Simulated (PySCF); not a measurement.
boron monoxide dimer (B2O2), SMILES B(=O)B=O.

Geometry: ωB97X-D3(BJ)/def2-TZVP. The values are those of a single conformer.

Computed with ωB97X-D3(BJ)/def2-TZVP (PySCF).

Harmonic, unscaled wavenumbers; measured fundamentals usually lie a few per cent lower.

Modes within 1.5 cm⁻¹ of each other (mostly degenerate sets) share a row, with their intensities summed.

Computed harmonic wavenumbers and intensities:
```json
[
 {"mode": "1–2", "ν (cm⁻¹)": "217", "IR (km/mol)": "128.1", "moving atoms (share of kinetic energy)": "B 60 %, O 40 %"},
 {"mode": "3–4", "ν (cm⁻¹)": "501", "IR (km/mol)": "0.0", "moving atoms (share of kinetic energy)": "B 90 %, O 10 %"},
 {"mode": "5", "ν (cm⁻¹)": "611", "IR (km/mol)": "0.0", "moving atoms (share of kinetic energy)": "O 72 %, B 28 %"},
 {"mode": "6", "ν (cm⁻¹)": "1992", "IR (km/mol)": "199.3", "moving atoms (share of kinetic energy)": "B 60 %, O 40 %"},
 {"mode": "7", "ν (cm⁻¹)": "2172", "IR (km/mol)": "0.0", "moving atoms (share of kinetic energy)": "B 72 %, O 28 %"}
]
```
